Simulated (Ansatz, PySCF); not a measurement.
Barrier from R1 to the saddle point P1, each structure at its B3LYP-D3(BJ)/def2-TZVP stationary point, reached from a drawn start; harmonic modes at that level show the others as minima.
R1, H3Si (SMILES [SiH3]) (charge 0, multiplicity 2):
```xyz
4

Si     0.000     0.000     0.341
H      1.411     0.000    -0.114
H     -0.706     1.222    -0.114
H     -0.706    -1.222    -0.114
```
P1, H3Si, a first-order saddle point (one imaginary mode, 700i cm⁻¹) (charge 0, multiplicity 2):
```xyz
4

Si     0.0000     0.0000     0.0000
H      1.4669     0.0000     0.0000
H     -0.7335     1.2704     0.0000
H     -0.7335    -1.2704     0.0000
```

```tsv
level	barrier height (kJ/mol)	minus CCSD(T)/CBS(cc-pV(T+d)Z, cc-pV(Q+d)Z)
HF/cc-pV(D+d)Z	33.9	12.2
HF/cc-pV(T+d)Z	35.4	13.7
HF/cc-pV(Q+d)Z	35.3	13.6
SVWN5/def2-TZVPP	15.6	-6.1
PBE/def2-TZVPP	17.6	-4.2
PBE-D3(BJ)/def2-TZVPP	17.6	-4.1
PBE-D4/def2-TZVPP	17.6	-4.1
BLYP/def2-TZVPP	20.0	-1.7
BLYP-D3(BJ)/def2-TZVPP	20.1	-1.6
BLYP-D4/def2-TZVPP	20.1	-1.6
revPBE/def2-TZVPP	18.4	-3.3
revPBE-D3(BJ)/def2-TZVPP	18.5	-3.2
revPBE-D4/def2-TZVPP	18.6	-3.1
r2SCAN/def2-TZVPP	16.8	-4.9
r2SCAN-D3(BJ)/def2-TZVPP	16.8	-4.9
r2SCAN-D4/def2-TZVPP	16.8	-4.9
B3LYP-D3(BJ)/def2-TZVPP	21.8	0.1
PBE0/def2-TZVPP	19.9	-1.8
PBE0-D3(BJ)/def2-TZVPP	19.9	-1.8
PBE0-D4/def2-TZVPP	19.9	-1.8
BHLYP/def2-TZVPP	25.4	3.6
BHLYP-D3(BJ)/def2-TZVPP	25.4	3.7
BHLYP-D4/def2-TZVPP	25.4	3.7
M06-2X/def2-TZVPP	23.1	1.4
CAM-B3LYP-D3(BJ)/def2-TZVPP	22.8	1.1
CAM-B3LYP-D4/def2-TZVPP	22.8	1.1
wB97X-V/def2-TZVPP	24.1	2.3
B2PLYP/def2-TZVPP	23.0	1.3
B2PLYP-D3(BJ)/def2-TZVPP	23.1	1.3
B2PLYP-D4/def2-TZVPP	23.1	1.3
MP2/cc-pV(D+d)Z	26.4	4.6
MP2/cc-pV(Q+d)Z	24.2	2.5
MP2/CBS(cc-pV(T+d)Z, cc-pV(Q+d)Z)	23.7	1.9
SCS-MP2/cc-pV(D+d)Z	29.1	7.3
SCS-MP2/cc-pV(T+d)Z	28.6	6.9
SCS-MP2/cc-pV(Q+d)Z	27.8	6.1
CCSD/cc-pV(D+d)Z	25.0	3.3
CCSD/cc-pV(T+d)Z	24.2	2.4
CCSD(T)/cc-pV(T+d)Z	23.2	1.5
CCSD(T)/CBS(cc-pV(T+d)Z, cc-pV(Q+d)Z)	21.7	0.0
```

 The comparison column counts from a level with limits of its own.

P less R. No zero-point or thermal terms; open shells are unrestricted. No path was followed down from the saddle.

Cores are frozen in the correlated methods. CBS(a, b) extrapolates the correlation energy as X⁻³ and adds the Hartree–Fock energy of set b.

Run with Ansatz (a first-principles code) with Gaussian orbitals; PySCF for M06-2X and the D3/D4 terms. All values are computed, each at the level named.
